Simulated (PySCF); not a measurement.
Nuclear quadrupole coupling in `COC(=O)CCS(=O)(=O)O`

Compound: C4H8O5S.
Numbering: `[CH3:1][O:2][C:3](=[O:4])[CH2:5][CH2:6][S:7](=[O:8])(=[O:9])[OH:10]` (hydrogens: H11, H12, H13 on C1; H14, H15 on C5; H16, H17 on C6; H18 on O10)

Structure used (GFN2-xTB), in Å, numbered top down from 1:
```xyz
18
C4H8O5S angstrom
C      2.6636    1.1931   -0.5238
O      1.5023    0.6462   -1.1390
C      0.8781   -0.3306   -0.4950
O      1.2509   -0.8152    0.5425
C     -0.3478   -0.7960   -1.2634
C     -1.4053   -1.2893   -0.3048
S     -2.1632    0.1855    0.4164
O     -2.9893   -0.1801    1.5250
O     -2.7063    0.9818   -0.6305
O     -0.8892    0.9784    0.9932
H      3.2407    1.6643   -1.3156
H      3.2411    0.4044   -0.0386
H      2.3685    1.9338    0.2211
H     -0.0316   -1.5877   -1.9481
H     -0.7415    0.0374   -1.8460
H     -2.2064   -1.8293   -0.7975
H     -0.9871   -1.8748    0.5085
H     -0.6864    0.6844    1.8839
```

Field gradients from the PBE0/pcSseg-1 density (PySCF, non-relativistic), principal values in atomic units, ordered |Vxx| ≤ |Vyy| ≤ |Vzz|:

| atom | Vxx | Vyy | Vzz |
| --- | --- | --- | --- |
| O2 | -0.5719 | -1.1398 | 1.7117 |
| O4 | 0.6948 | 0.8285 | -1.5233 |
| S7 | -0.4329 | -0.5880 | 1.0209 |
| O8 | -0.5491 | -0.7444 | 1.2935 |
| O9 | -0.5518 | -0.7334 | 1.2853 |
| O10 | -0.0939 | -1.6175 | 1.7113 |

Problem. Find the asymmetry η = (Vxx − Vyy)/Vzz and the couplings χ = eQV/h (234.96 MHz × Q in barn × V in au), with Q(17O) = −0.0256 b, Q(33S) = −0.0678 b.

Solution. 
| atom | environment | nucleus | η | χzz (MHz) | χxx (MHz) | χyy (MHz) |
| --- | --- | --- | --- | --- | --- | --- |
| O2 | ester single-bonded oxygen | 17O | 0.33 | -10.30 | 3.44 | 6.86 |
| O4 | ester carbonyl oxygen | 17O | 0.09 | 9.16 | -4.18 | -4.98 |
| S7 | sulfonyl sulfur | 33S | 0.15 | -16.26 | 6.90 | 9.37 |
| O8 | sulfonyl oxygen | 17O | 0.15 | -7.78 | 3.30 | 4.48 |
| O9 | sulfonyl oxygen | 17O | 0.14 | -7.73 | 3.32 | 4.41 |
| O10 | hydroxyl oxygen | 17O | 0.89 | -10.29 | 0.56 | 9.73 |

Problem. What is Vzz at O8 in SI units (1 au = 9.71736 × 10²¹ V/m²)?

Solution. 1.2935 au = 12.570 × 10²¹ V/m².

Were the hydrogens deuterons (Q(2H) = 0.00286 b), χzz would run from 196 kHz (H15) to 317 kHz (H18).

The structure is a single GFN2-xTB conformer in the gas phase; no vibrational or solvent corrections. GFN2-xTB bond lengths can be off by several hundredths of an ångström, more for odd bonds, and the gradients follow them. With a basis this small, the couplings can be 20 % off.
